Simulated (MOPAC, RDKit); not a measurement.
Species: C$_{5}$H$_{12}$O (charge 0, singlet). SMILES: CC(C)CCO

Atoms: C1, C2, C3, C4, C5, O6, H7, H8, H9, H10, H11, H12, H13, H14, H15, H16, H17, H18. Bonds: C1-C2, C1-H7, C1-H8, C1-H9, C2-C3, C2-C4, C2-H10, C3-H11, C3-H12, C3-H13, C4-C5, C4-H14, C4-H15, C5-O6, C5-H16, C5-H17, O6-H18.

Bond lengths (Å) and angles (degrees) optimised at UFF with RDKit; MMFF94 with RDKit; PM6 with MOPAC, each started from the B3LYP-D3(BJ)/def2-TZVP structure (Ansatz) of the last column. A row stands for all coordinates that are equal there; 11 of 39 kinds are shown. No wavenumbers were computed at UFF, MMFF94, so these may be saddle points.

```csv
coordinate,UFF,MMFF94,PM6,B3LYP-D3(BJ)/def2-TZVP
C1-C2,1.534,1.531,1.534,1.529
C1-H7,1.112,1.095 to 1.098,1.096 to 1.110,1.094
C1-H8,1.111,1.095,1.095,1.092
C2-C3,1.536,1.529,1.534,1.530
C2-C4,1.545,1.537,1.540,1.533
C2-H10,1.113,1.097,1.119,1.097
C3-H13,1.109,1.094,1.094,1.091
C4-C5,1.532,1.524,1.527,1.517
C1-C2-C3,109.8,109.7,110.4,110.5
C1-C2-C4,110.0,109.9,109.8,110.2
C3-C2-C4,111.9,112.4,111.4,112.5
```

A range marks coordinates that this level makes unequal.

Mean signed difference of all 17 bond lengths from B3LYP-D3(BJ)/def2-TZVP: UFF 0.014 Å, MMFF94 0.002 Å, PM6 0.008 Å.
